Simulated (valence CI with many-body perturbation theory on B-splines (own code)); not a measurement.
# E1 transitions of Cu XXIV

Level of theory: configuration interaction combined with many-body perturbation theory (CI+MBPT): four valence electrons over a frozen Dirac-Fock core [He], a basis of 11 s, 11 p, 9 d, 7 f, 5 g, 2 h, 1 i functions for each j, with the one-electron correlation potential Σ1, the two-electron term Σ2, the three-electron term Σ3, Breit, model QED; selected CI, second order for the rest (own B-spline code, finite nucleus).

No measured spectrum was set against this ion. As an estimate, levels of excited configurations hold to 0.05 to 0.15 % of their energy, terms of the ground configuration to about 0.5 %. Among the levels kept, up to 280 cm⁻¹ of a level comes from second order outside the variational space, and about a tenth of that is noise between levels of different J, which matters for small intervals.

Lines 151 to 200 of 263 in falling wavelength, among levels below 1391.7 eV, chosen from the strongest by gf and those to the six lowest levels. Wavelengths and rates use the calculated energies, so an error of 700 cm⁻¹ moves a line at 9.783 Å by 0.0068 % and its rate by three times that or more. Electric multipoles are in the length gauge, E1 and E2 with the static RPA response of the core. Weak lines are less certain than strong ones. Lines between different terms over intervals too small for the method are left out, as are lines whose strength nearly cancels. The highest levels of a list are the least certain.

Names give the largest LS component (configuration and term), which can be under half, so a name can repeat, a term be missing and a line seem to break the LS rules; names also repeat where a configuration has a term twice. Letters in brackets count levels of one name in rising energy.

| λ vac (Å) | Upper | Lower | A (s⁻¹) | log gf | Branch % |
| --- | --- | --- | --- | --- | --- |
| 9.783 | 2s.2p2.3d 3D_2 | 2s.2p3 3D°_1 | 4.99e+12 | -0.45 | 25.7 |
| 9.783 | 2s.2p2.3d 5F_1 | 2s.2p3 5S°_2 | 2.10e+11 | -2.04 | 24.7 |
| 9.772 | 2s.2p2.3p 5D°_1 | 2s2.2p2 1D_2 | 1.22e+11 | -2.28 | 2.0 |
| 9.772 | 2s.2p2.3d 5F_2 | 2s.2p3 5S°_2 | 1.93e+12 | -0.86 | 71.9 |
| 9.770 | 2s2.2p.3d 3D°_3 | 2s2.2p2 1D_2 | 2.77e+12 | -0.56 | 8.8 |
| 9.762 | 2s2.2p.3d 3F°_3 | 2s2.2p2 3P_2 | 1.37e+13 | 0.14 | 98.3 |
| 9.759 | 2s2.2p.3d 3P°_2 [a] | 2s2.2p2 3P_2 | 2.80e+12 | -0.70 | 11.3 |
| 9.759 | 2s2.2p.3d 3F°_2 | 2s2.2p2 3P_1 | 3.02e+11 | -1.67 | 7.2 |
| 9.752 | 2s2.2p.3d 3P°_2 [b] | 2s2.2p2 1D_2 | 1.34e+13 | -0.02 | 45.1 |
| 9.751 | 2s2.2p.3d 3P°_1 | 2s2.2p2 1D_2 | 3.02e+12 | -0.89 | 12.2 |
| 9.747 | 2s.2p2.3d 5F_3 [a] | 2s.2p3 5S°_2 | 7.05e+12 | -0.15 | 92.2 |
| 9.744 | 2s2.2p.3d 3D°_1 | 2s2.2p2 3P_2 | 4.24e+11 | -1.74 | 1.1 |
| 9.713 | 2s.2p2.3p 5D°_2 | 2s2.2p2 1D_2 | 8.22e+10 | -2.24 | 63.1 |
| 9.706 | 2s2.2p.3d 3P°_2 [a] | 2s2.2p2 3P_1 | 2.09e+13 | 0.17 | 84.5 |
| 9.698 | 2s.2p2.3p 3S°_1 | 2s2.2p2 1D_2 | 7.52e+11 | -1.50 | 8.3 |
| 9.694 | 2s2.2p.3d 1F°_3 | 2s2.2p2 1D_2 | 4.60e+13 | 0.66 | 91.5 |
| 9.691 | 2s2.2p.3d 3D°_1 | 2s2.2p2 3P_1 | 5.05e+12 | -0.67 | 13.4 |
| 9.686 | 2s2.2p.3d 1P°_1 | 2s2.2p2 1D_2 | 6.54e+11 | -1.56 | 2.5 |
| 9.675 | 2s.2p2.3d 3P_2 | 2s.2p3 5S°_2 | 4.96e+12 | -0.46 | 41.6 |
| 9.671 | 2s.2p2.3d 5D_1 | 2s.2p3 5S°_2 | 3.05e+12 | -0.89 | 75.4 |
| 9.663 | 2s.2p2.3d 5F_3 [b] | 2s.2p3 5S°_2 | 1.56e+13 | 0.18 | 98.6 |
| 9.663 | 2s.2p2.3p 3D°_1 [a] | 2s2.2p2 1D_2 | 1.27e+11 | -2.27 | 1.3 |
| 9.662 | 2s.2p2.3d 3F_2 [a] | 2s.2p3 5S°_2 | 3.04e+12 | -0.67 | 23.4 |
| 9.620 | 2s2.2p.3d 1D°_2 | 2s2.2p2 3P_2 | 4.50e+12 | -0.51 | 22.9 |
| 9.610 | 2s.2p2.3d 3F_2 [b] | 2s.2p3 5S°_2 | 9.59e+11 | -1.18 | 6.7 |
| 9.599 | 2s.2p2.3p 5D°_1 | 2s2.2p2 3P_2 | 1.24e+11 | -2.29 | 2.1 |
| 9.597 | 2s.2p2.3p 5P°_3 | 2s2.2p2 1D_2 | 4.67e+11 | -1.35 | 19.6 |
| 9.596 | 2s2.2p.3d 3D°_3 | 2s2.2p2 3P_2 | 2.85e+13 | 0.44 | 91.1 |
| 9.592 | 2s.2p2.3d 5P_3 | 2s.2p3 5S°_2 | 1.83e+13 | 0.25 | 79.9 |
| 9.579 | 2s2.2p.3d 3P°_2 [b] | 2s2.2p2 3P_2 | 1.26e+13 | -0.06 | 42.4 |
| 9.578 | 2s2.2p.3d 3P°_1 | 2s2.2p2 3P_2 | 7.08e+12 | -0.53 | 28.7 |
| 9.578 | 2s.2p2.3d 3P_1 | 2s.2p3 5S°_2 | 3.07e+11 | -1.90 | 1.8 |
| 9.575 | 2s.2p2.3p 3D°_2 [a] | 2s2.2p2 1D_2 | 5.50e+10 | -2.42 | 0.6 |
| 9.571 | 2s.2p2.3d 5P_2 | 2s.2p3 5S°_2 | 3.51e+13 | 0.38 | 97.4 |
| 9.570 | 2s.2p2.3d 3F_3 | 2s.2p3 5S°_2 | 5.25e+12 | -0.30 | 28.2 |
| 9.569 | 2s2.2p.3d 3D°_1 | 2s2.2p2 3P_0 | 3.19e+13 | 0.12 | 84.8 |
| 9.568 | 2s2.2p.3d 1D°_2 | 2s2.2p2 3P_1 | 1.17e+13 | -0.10 | 59.7 |
| 9.564 | 2s.2p2.3d 5P_1 | 2s.2p3 5S°_2 | 4.25e+13 | 0.24 | 99.5 |
| 9.551 | 2s.2p2.3p 5D°_0 | 2s2.2p2 3P_1 | 3.32e+12 | -1.34 | 99.7 |
| 9.547 | 2s.2p2.3p 5D°_1 | 2s2.2p2 3P_1 | 4.83e+12 | -0.70 | 80.2 |
| 9.527 | 2s2.2p.3d 3P°_2 [b] | 2s2.2p2 3P_1 | 3.74e+12 | -0.59 | 12.6 |
| 9.527 | 2s.2p2.3p 3S°_1 | 2s2.2p2 3P_2 | 9.25e+11 | -1.42 | 10.2 |
| 9.526 | 2s2.2p.3d 3P°_1 | 2s2.2p2 3P_1 | 1.42e+13 | -0.24 | 57.7 |
| 9.524 | 2s2.2p.3d 3P°_0 | 2s2.2p2 3P_1 | 2.06e+13 | -0.55 | 100.0 |
| 9.523 | 2s2.2p.3d 1F°_3 | 2s2.2p2 3P_2 | 4.25e+12 | -0.39 | 8.5 |
| 9.515 | 2s2.2p.3d 1P°_1 | 2s2.2p2 3P_2 | 3.83e+11 | -1.81 | 1.5 |
| 9.506 | 2s.2p2.3p 3P°_2 [a] | 2s2.2p2 1D_2 | 5.42e+11 | -1.43 | 6.1 |
| 9.503 | 2s.2p2.3p 3P°_1 [a] | 2s2.2p2 1D_2 | 8.34e+11 | -1.47 | 8.1 |
| 9.503 | 2s.2p2.3p 3D°_3 [a] | 2s2.2p2 1D_2 | 8.09e+11 | -1.12 | 9.8 |
| 9.490 | 2s.2p2.3d 3D_2 | 2s.2p3 5S°_2 | 7.06e+10 | -2.32 | 0.4 |

Problem. How does gf follow from A for the line at 9.662 Å?

Solution. gf = 1.4992 × (2J+1)_upper × A / σ², with σ = 10349424 cm⁻¹ and 2J+1 = 5: gf = 0.213.
